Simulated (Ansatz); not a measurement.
Born–Oppenheimer molecular dynamics of H$_{5}$HfNO$_{2}$S (10 atoms, charge 0, multiplicity 1). It starts at the highest image of a converged band, a first-order saddle point between two minima.

Theory: Ansatz 0.2.0, RHF/def2-SVP.

* ensemble: NVE (velocity Verlet)
* time step: 0.5 fs
* steps asked: 200
* starting velocities drawn for: 100 K
* seed: 7161

First frame:

```xyz
10
Properties=species:S:1:pos:R:3
Hf -0.391 -0.309 -0.343
N 1.043 0.770 0.889
S 1.342 -1.924 -0.269
H 1.550 -0.477 0.535
O -0.690 0.582 -2.037
O -2.012 -0.715 0.637
H 1.641 1.504 0.546
H 0.977 0.852 1.891
H -0.736 0.837 -2.940
H -2.726 -1.121 1.092
```

Q: How far do the bonds stretch over the last three quarters of this one trajectory? (Pairs bonded in most of those frames.)

A: 
| bond | mean (Å) | spread (Å) | shortest | longest |
| --- | --- | --- | --- | --- |
| Hf1–N2 | 2.050 | 0.079 | 1.95 | 2.18 |
| Hf1–S3 | 2.665 | 0.118 | 2.41 | 2.81 |
| Hf1–O5 | 1.925 | 0.014 | 1.90 | 1.95 |
| Hf1–O6 | 1.925 | 0.009 | 1.91 | 1.94 |
| N2–H7 | 1.007 | 0.013 | 0.99 | 1.03 |
| N2–H8 | 1.006 | 0.008 | 0.99 | 1.02 |
| S3–H4 | 1.365 | 0.091 | 1.22 | 1.50 |
| O5–H9 | 0.940 | 0.002 | 0.94 | 0.94 |
| O6–H10 | 0.941 | 0.017 | 0.92 | 0.96 |

Mean temperature of the second half: 874 K. The conserved energy stayed within 0.29 meV per atom of its start (net change 0.019 meV per atom), so the integration is sound. The system heated up, since it started high on the potential surface and ran downhill. A run of 0.1 ps of so small a system gives no equilibrium averages. The orbitals stay closed-shell, which can raise the energy where a bond breaks towards radicals; this wasn't checked here.

The run took 4.8 min on 2 threads of Arm Neoverse V2, on a shared host, peak memory 0.25 GiB.
